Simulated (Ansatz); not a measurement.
## Molecular dynamics of ClF₂H₃HfO

Input:

```yaml
crystal:
  periodic: [false, false, false]
  atoms:
    - { symbol: Hf, position_ang: [0.073976, 0.323778, -0.049897] }
    - { symbol: O, position_ang: [0.360513, -0.022418, 2.082164] }
    - { symbol: H, position_ang: [-0.226073, -0.468492, 2.725501] }
    - { symbol: F, position_ang: [1.760638, -0.255039, -0.750681] }
    - { symbol: Cl, position_ang: [-0.841711, 1.790879, -1.687465] }
    - { symbol: F, position_ang: [-1.260245, -1.061795, -0.0719] }
    - { symbol: H, position_ang: [0.155129, 1.970444, 1.20529] }
    - { symbol: H, position_ang: [0.228471, 1.166944, 1.94459] }
basis:
  gaussian: { orbitals: def2-SVP }
hamiltonian:
  xc: blyp
  dispersion: d4
md:
  timestep: 0.5
  n_steps: 200
  ensemble: nve
  temperature: 300.0
  initial_velocities: maxwell_boltzmann
  seed: 8812
```

Launched with:

```bash
$ ansatz run input.yaml --threads 2 --pin off --max-ram 3072MiB --backend cpu --events-out ev --progress --plain --runs-dir out
```

It starts at the highest image of a converged band, a first-order saddle point between two minima.

Output, in part (step lines, the closing report, with atoms numbered from 0):

```
md step     0: t =     0.00 fs  T =   300.0 K  F+E_penalty+E_count = -21354.82979333 eV  E_kin = 0.232668 eV  conserved = -21354.59712533 eV  (30 SCF iters)
[... lines left out ...]
Total energy: -21355.03513105 eV, -784.7830661033 hartree
Atom 0 at     0.039713     0.380915    -0.076665 Å, force     0.310767    -0.356784    -0.445848 eV/Å
Atom 1 at     0.431883    -0.503803     2.100652 Å, force    -0.025086    -0.057655    -0.550563 eV/Å
Atom 2 at     1.031649    -1.269581     2.194858 Å, force     0.080899     0.057568     0.275877 eV/Å
Atom 3 at     1.838176    -0.203376    -0.531788 Å, force    -0.327929     0.083744     0.125571 eV/Å
Atom 4 at    -0.793120     1.715108    -1.879159 Å, force     0.052305    -0.219596     0.123878 eV/Å
Atom 5 at    -1.252957    -0.998844     0.295236 Å, force    -0.434462    -0.064029    -0.455291 eV/Å
Atom 6 at     0.137519     1.805978     1.044166 Å, force    -0.042708     0.350869     0.469595 eV/Å
Atom 7 at     0.614824     0.160386     2.779018 Å, force     0.386214     0.205883     0.456782 eV/Å
Dipole moment:     0.389215    -0.382046     0.886463 e Å
```

The steps, from the saved trajectory:

| time (fs) | T (K) | potential energy less start (eV) | conserved less start (meV/atom) |
| --- | --- | --- | --- |
| 0.0 | 300 | 0.000 | 0.00 |
| 3.0 | 225 | 0.059 | 0.05 |
| 6.0 | 182 | 0.092 | 0.07 |
| 9.0 | 275 | 0.020 | 0.04 |
| 12.0 | 370 | -0.054 | 0.01 |
| 15.0 | 312 | -0.009 | 0.03 |
| 18.0 | 246 | 0.042 | 0.08 |
| 21.0 | 361 | -0.047 | 0.01 |
| 24.0 | 360 | -0.046 | 0.02 |
| 27.0 | 239 | 0.048 | 0.06 |
| 30.0 | 203 | 0.076 | 0.06 |
| 33.0 | 290 | 0.008 | 0.03 |
| 36.0 | 308 | -0.006 | 0.00 |
| 39.0 | 173 | 0.099 | 0.08 |
| 42.0 | 243 | 0.044 | 0.02 |
| 45.0 | 316 | -0.013 | 0.01 |
| 48.0 | 250 | 0.040 | 0.05 |
| 51.0 | 239 | 0.048 | 0.06 |
| 54.0 | 355 | -0.043 | 0.04 |
| 57.0 | 442 | -0.110 | -0.01 |
| 60.0 | 337 | -0.028 | 0.06 |
| 63.0 | 371 | -0.055 | 0.05 |
| 66.0 | 469 | -0.131 | 0.00 |
| 69.0 | 403 | -0.079 | 0.05 |
| 72.0 | 361 | -0.047 | 0.07 |
| 75.0 | 440 | -0.109 | 0.04 |
| 78.0 | 514 | -0.166 | 0.00 |
| 81.0 | 433 | -0.103 | 0.05 |
| 84.0 | 439 | -0.107 | 0.04 |
| 87.0 | 523 | -0.173 | 0.01 |
| 90.0 | 494 | -0.150 | 0.03 |
| 93.0 | 453 | -0.119 | 0.05 |
| 96.0 | 504 | -0.158 | 0.05 |
| 99.0 | 580 | -0.217 | -0.01 |

All steps were run. The conserved energy stayed within 0.09 meV per atom of its start (net change 0.0048 meV per atom), so the integration is sound. The kinetic energy rose, since the run started high on the potential surface and went downhill. A run of 0.1 ps of so small a system gives no equilibrium averages. The orbitals stay closed-shell, which can raise the energy where a bond breaks towards radicals; this wasn't checked here.

Between its relaxed ends the band would form Hf1–H7, O2–H8 and break H7–H8. These pairs go: Hf1–H7 2.07 → 1.82 Å, O2–H8 1.20 → 0.97 Å, H7–H8 1.09 → 2.44 Å. In the last frame they stand as after the step (other bonds may differ from the relaxed reactants and products). Also parted: Hf1–H8 2.17 → 2.92 Å. It ends as one piece, ClF2H3HfO. Pairs count as bonded within 1.25 times the sum of covalent radii (0.12 Å more for H–H).

Last frame:

```xyz
8
Properties=species:S:1:pos:R:3
Hf 0.040 0.381 -0.077
O 0.432 -0.504 2.101
H 1.032 -1.270 2.195
F 1.838 -0.203 -0.532
Cl -0.793 1.715 -1.879
F -1.253 -0.999 0.295
H 0.138 1.806 1.044
H 0.615 0.160 2.779
```

Time of the run: 8.5 min on 2 threads of Arm Neoverse V1 (shared host), peak memory 0.21 GiB.
